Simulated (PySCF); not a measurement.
Isomers of C2H9GeNSi, mass 148.972 u with the commonest isotopes. Level of theory: PySCF 2.14.0, PBE0-D3(BJ)/def2-SVP geometry optimisation, gas phase. One conformer each, none proved a minimum here; rigid rotors.

Question: Order these by rotational constant B, smallest first.
A. `C[Si@@H]1N[CH2][GeH2]1`
B. `[CH2:1]=[CH:2][N:3]([SiH3:4])[GeH3:5]` with C1–C2–N3–Si4 180°
C. `[CH2:1]=[CH:2][SiH2:3][NH:4][GeH3:5]` with C1–C2–Si3–N4 1°, C2–Si3–N4–Ge5 -91°

Answer: C (1110 MHz), A (1796 MHz), B (1929 MHz).

Question: Order these by out-of-plane moment Σ m c² = (Ia + Ib − Ic)/2, largest first.
A. `[CH2:1]=[CH:2][N:3]([SiH3:4])[GeH3:5]` with C1–C2–N3–Si4 180°
B. `[CH2:1]=[CH:2][SiH2:3][NH:4][GeH3:5]` with C1–C2–Si3–N4 1°, C2–Si3–N4–Ge5 -91°
C. `C[Si@@H]1N[CH2][GeH2]1`

Answer: C (22.96 u·Å²), B (17.90 u·Å²), A (6.13 u·Å²).

Question: Order these by radius of gyration √(Σ m r²/M), largest first.
A. `C[Si@@H]1N[CH2][GeH2]1`
B. `[CH2:1]=[CH:2][N:3]([SiH3:4])[GeH3:5]` with C1–C2–N3–Si4 180°
C. `[CH2:1]=[CH:2][SiH2:3][NH:4][GeH3:5]` with C1–C2–Si3–N4 1°, C2–Si3–N4–Ge5 -91°

Answer: C (1.908 Å), B (1.711 Å), A (1.605 Å).

| SMILES | point group | Ia (u·Å²) | Ib (u·Å²) | Ic (u·Å²) | κ | μa (D) | μb (D) | μc (D) |
| --- | --- | --- | --- | --- | --- | --- | --- | --- |
| C=C[SiH2][NH][GeH3] | C1 | 104.91 | 455.44 | 524.55 | -0.92 | 0.17 | 0.64 | 0.72 |
| C=C[N]([SiH3])[GeH3] | Cs | 180.06 | 261.99 | 429.78 | -0.08 | 0.22 | 0.64 | 0.00 |
| C[Si@@H]1N[CH2][GeH2]1 | C1 | 125.39 | 281.32 | 360.79 | -0.70 | 0.68 | 0.64 | 0.42 |
